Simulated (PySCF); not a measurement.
C4H6BNO, SMILES CC1=CB(O)C=N1. Heavy atoms are numbered as in [CH3:1][C:2]1=[CH:3][B:4]([OH:5])[CH:6]=[N:7]1. Hydrogens are named by the atom that carries them.

The structure is a stationary point at PBE-D3(BJ)/def2-SVP. This is a generated structure with no PubChem entry under its InChIKey; it may be hypothetical. The values are those of a single conformer.

Calculation: B3LYP/pcSseg-1 (PySCF).

GIAO shieldings, no solvent; atoms alike by connectivity are averaged. δ = σ(ref) − σ: ¹³C against TMS (σ = 181.3 ppm); ¹¹B against BF3 (σ = 86.3 ppm); ¹⁷O against H2O (σ = 333.8 ppm); ¹⁵N against NH3 (σ = 265.5 ppm); ¹H against TMS (σ = 31.68 ppm), references at their B3LYP-D3(BJ)/def2-TZVP geometries, non-relativistic.

```json
[
 {"nucleus": "¹³C", "atoms": "C2", "count": "1", "δ (ppm)": "203.4"},
 {"nucleus": "¹³C", "atoms": "C6 (CH)", "count": "1", "δ (ppm)": "196.9"},
 {"nucleus": "¹³C", "atoms": "C3 (CH)", "count": "1", "δ (ppm)": "107.5"},
 {"nucleus": "¹³C", "atoms": "C1 (CH3)", "count": "1", "δ (ppm)": "29.5"},
 {"nucleus": "¹¹B", "atoms": "B4", "count": "1", "δ (ppm)": "32.7"},
 {"nucleus": "¹⁷O", "atoms": "O5 (OH)", "count": "1", "δ (ppm)": "173.1"},
 {"nucleus": "¹⁵N", "atoms": "N7", "count": "1", "δ (ppm)": "474.9"},
 {"nucleus": "¹H", "atoms": "H on C6", "count": "1", "δ (ppm)": "8.74"},
 {"nucleus": "¹H", "atoms": "H on O5", "count": "1", "δ (ppm)": "6.08"},
 {"nucleus": "¹H", "atoms": "H on C3", "count": "1", "δ (ppm)": "4.82"},
 {"nucleus": "¹H", "atoms": "H on C1", "count": "3", "δ (ppm)": "2.80"}
]
```
